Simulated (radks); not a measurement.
The numbers below are computed, except where a source is named.
Question: Radial electron density D(r) = 4 pi r^2 rho(r) of an atom or ion with 50.75 electrons. Level of theory: scalar-relativistic Kohn-Sham, PBE, spin-polarised, spherical densities, point nucleus (a radial shooting solver on a logarithmic mesh with Libxc functionals).

```
   r/bohr * D(r) (the largest magnitude, 86.7, reaches the edge; | marks zero)
 0.004652 |             *
 0.006205 |                   *
 0.008276 |                          *
  0.01104 |                                  *
   0.0146 |                                       *
  0.01948 |                                          *
  0.02598 |                                        *
  0.03465 |                                    *
  0.04622 |                                      *
  0.06164 |                                               *
  0.08222 |                                                      *
   0.1088 |                                                  *
   0.1451 |                                       *
   0.1935 |                                        *
   0.2581 |                                             *
   0.3442 |                                *
   0.4591 |                *
   0.6075 |               *
   0.8103 |               *
    1.081 |        *
    1.441 |   *
    1.922 | *
    2.564 |*
    3.393 *
    4.525 *
    6.035 *
    8.049 *
```

What is the nuclear charge?

Answer: Z = 52. The innermost maximum, from 1s, lies near gamma/Z bohr with gamma = sqrt(1 - (Z/c)^2) = 0.925, here 0.0178 bohr (found: 0.0195), and its height grows with Z. The density is that of the tellurium ion Te1.25+ in [Kr] 4d10 5s2 5p(up 2.75, down 0); the configuration itself is not fixed sharply by these data, and Z only to a few units. D(r) has 4 maxima, at r = 0.0195, 0.0863, 0.250, 0.724 bohr, and minima at 0.0378, 0.164, 0.530 bohr, inside which lie 1.98, 11.17, 29.01 electrons.
